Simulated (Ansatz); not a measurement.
Reaction (ligand exchange at the Si–F bond): `C[SiH2]C[SiH2]F` + HCl → `C[SiH2]C[SiH2]Cl` + H–F

Computed with Ansatz on PBE0-D4/def2-TZVP structures; ΔE is electronic, products minus reactants. CCSD(T)/CBS adds triple-zeta CCSD(T) − MP2 to the extrapolated MP2 energy (def2 sets, frozen cores). This one scheme is used for every species. One conformer a species, not always the lowest.

| species | HF/def2-TZVPP energy (Eh) |
| --- | --- |
| `C[SiH2]C[SiH2]F` | -758.47073 |
| HCl | -460.09908 |
| `C[SiH2]C[SiH2]Cl` | -1118.48631 |
| H–F | -100.06520 |

(1) Work out ΔE.

Largest T1 diagnostic among the species: 0.011.

## Answers

(1) ΔE = (-1118.48631) + (-100.06520) − (-758.47073) − (-460.09908) = 0.01830 Eh = +0.50 eV. CCSD(T)/CBS gives +0.36 eV.

The D4 term adds −0.04 eV with B3LYP and −0.02 eV with PBE0; it sums over pairs of atoms, weighted by their polarisabilities, and B3LYP, whose exchange is more repulsive, gets the larger term. In def2-TZVPP, CCSD(T) changes the Hartree–Fock value by −0.10 eV (the triples alone add −0.02 eV) and MP2 by −0.16 eV.

B3LYP here is the variant with VWN-RPA as its local correlation; programs differ in this.
